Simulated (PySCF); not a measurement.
CHOS, SMILES C(=[OH+])=S, charge +1.

Geometry: B3LYP-D3(BJ)/def2-TZVP. The isomer is the one that the SMILES or the coordinates give; other isomers of the formula were not compared.

Two levels are set side by side: TDA-PBE/def2-SVPD (PySCF) and ADC(2)/aug-cc-pVDZ (PySCF). Vertical, same geometry; the bases differ. Differences are taken from unrounded values.

```json
[
 {"quantity": "lowest singlet excitation (eV)", "TDA-PBE": "5.10"}
]
```

Question: These are the TDA-PBE values. What does ADC(2) give? (An estimate is asked for; the answer gives what the named calculation found.)

Answer: 
```
quantity                        ADC(2)  TDA-PBE minus ADC(2)
------------------------------  ------  --------------------
lowest singlet excitation (eV)    5.42                 -0.32
```

Functionals without exact exchange tend to place singlet excitations lower, as here. Differences between two approximate levels are no errors against the true value.

Rough cost on one machine, each run with all the roots and properties that it gave: ADC(2) against TDA-PBE about 7 times.
